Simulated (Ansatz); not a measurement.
Isolated molecules relaxed with PBE0-D4/def2-TZVP in Ansatz; ΔE leaves out vibrations. CCSD(T)/CBS is the MP2 limit (def2-TZVPP, def2-QZVPP) plus CCSD(T) − MP2 in def2-TZVPP, frozen cores. This one scheme is used for every species. Functionals use def2-TZVPP. For Ga outer-core shells are correlated without core-valence functions, which leaves a few kJ/mol of doubt a bond. Scalar relativity is left out up to krypton. One conformer a species, not always the lowest.

Reaction (formal hydrolysis of a Ga–C bond): `N=[CH][GaH][CH2]N` + H₂O → `N[CH2][GaH][OH]` + `C=N`

```
         level  ΔE (kcal/mol)
       ωB97X-V          -21.6
        B2PLYP          -22.6
          PBE0          -20.6
CCSD/CBS(def2)          -20.5
```

What does CCSD(T)/CBS give? (Estimate.)

Ansatz gave: -20.4 kcal/mol. The listed levels differ from it by -1.2, -2.2, -0.2, -0.1 kcal/mol.

Largest T1 diagnostic among the species: 0.013.

In def2-TZVPP, CCSD(T) changes the Hartree–Fock value by +2.4 kcal/mol (the triples alone add +0.2 kcal/mol) and MP2 by +2.1 kcal/mol. The D4 term adds +1.2 kcal/mol with B3LYP and +0.7 kcal/mol with PBE0; it sums over pairs of atoms, weighted by their polarisabilities, and B3LYP, whose exchange is more repulsive, gets the larger term.

CCSD(T)/CBS has its own doubt, a few kJ/mol and more with outer-core shells, so smaller differences from it don't rank the levels.

B3LYP here is the variant with VWN-RPA as its local correlation; programs differ in this.
